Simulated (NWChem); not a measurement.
# CHCl$_{2}$F; SMILES FC(Cl)Cl

```xyz
5

F      1.5833    -0.1658     0.0000
C      0.3765     0.3995     0.0000
Cl    -0.4995    -0.0705     1.4600
Cl    -0.4995    -0.0705    -1.4600
H      0.4752     1.4932     0.0000
```
Atoms are numbered in this order, from 1.

All runs: NWChem. Pople sets run with spherical d functions. Geometry: optimised at PBE0/def2-SVP.

Question: Order these by “orbital gap (eV)”, lowest first: B3LYP/def2-TZVP; B3LYP/6-31+G*; B3LYP/def2-SVP; B3LYP/STO-3G.

Answer: B3LYP/6-31+G* (8.05), B3LYP/def2-TZVP (8.22), B3LYP/def2-SVP (8.69), B3LYP/STO-3G (9.61)
